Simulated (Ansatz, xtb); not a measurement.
Stretching the Mg1–H2 bond in BrHMg (SMILES [MgH][Br]) (multiplicity 1 held, fragments rigid). Energies count from the point at 1.681 Å.
Geometry at that point (charge 0, multiplicity 1):
| atom | x (Å) | y (Å) | z (Å) |
|---|---|---|---|
| Mg | 0.0000 | 0.0000 | -1.6767 |
| H | 0.0000 | 0.0000 | -3.3577 |
| Br | 0.0000 | 0.0000 | 0.6708 |

R- and RO- levels are restricted; in cc, def2 and unpolarised 6-31G sets they are followed outwards from rest. Unrestricted levels (U-) break spin symmetry where that is lower. Curves can end on different states.

Cores are frozen in the correlated methods. Filled d and f shells under p-block atoms count as core.

Codes used: Ansatz (a program for electronic structure) with Gaussian orbitals; xtb for the GFN methods.  The GFN methods have no spin term and hold the electronic entropy of 300 K.

Task: One of these levels gives 391.1 kJ/mol for the energy at R = 5.379 Å. Name it.
A. GFN2-xTB
B. U-HF/def2-TZVPPD
C. R-SCS-MP2/def2-TZVPPD
D. U-B3LYP/def2-TZVPPD

Result: C, R-SCS-MP2/def2-TZVPPD. The others give 348.8 (GFN2-xTB), 208.7 (U-HF/def2-TZVPPD), 296.3 (U-B3LYP/def2-TZVPPD)

Doubts at one or more of the structures used: a spin-contaminated determinant (U-HF/def2-TZVPPD, U-B3LYP/def2-TZVPPD); a restricted determinant that unrestricted orbitals would lower (R-SCS-MP2/def2-TZVPPD).
